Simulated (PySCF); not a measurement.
SMILES C[Si](C)(C)[SiH2][SiH2]Cl (C₃H₁₃ClSi₃) (GFN2-xTB optimised geometry):

```
20

C      0.288    -2.157     1.560
Si     0.889    -1.229     0.000
C      2.801    -1.229     0.000
C      0.282    -2.194    -1.533
Si     0.004     0.942     0.000
Si    -2.234     1.088     0.587
Cl    -3.205    -0.531    -0.193
H     -0.797    -2.205     1.587
H      0.659    -3.177     1.590
H      0.617    -1.663     2.470
H      3.194    -0.720    -0.875
H      3.192    -0.720     0.876
H      3.205    -2.238     0.000
H     -0.803    -2.243    -1.551
H      0.655    -3.214    -1.543
H      0.603    -1.719    -2.455
H      0.182     1.593    -1.311
H      0.729     1.846     0.911
H     -2.503     1.013     2.026
H     -3.003     2.238     0.106
```

Level of theory: CAM-B3LYP/def2-SVP run with PySCF.

**Question.** What are the frontier orbital energies and the dipole moment?

**Answer.** HOMO-2 -9.92 eV, HOMO-1 -9.48 eV, HOMO -9.00 eV, LUMO 0.78 eV, LUMO+1 1.20 eV; dipole moment 1.59 D.

Meta-Löwdin charges at CAM-B3LYP/def2-SVP: C1 -0.54, Si2 0.71, C3 -0.53, C4 -0.53, Si5 0.10, Si6 0.47, Cl7 -0.31, H8 0.11, H9 0.11, H10 0.11, H11 0.11, H12 0.11, H13 0.11, H14 0.11, H15 0.11, H16 0.11, H17 -0.08, H18 -0.08, H19 -0.10, H20 -0.09.
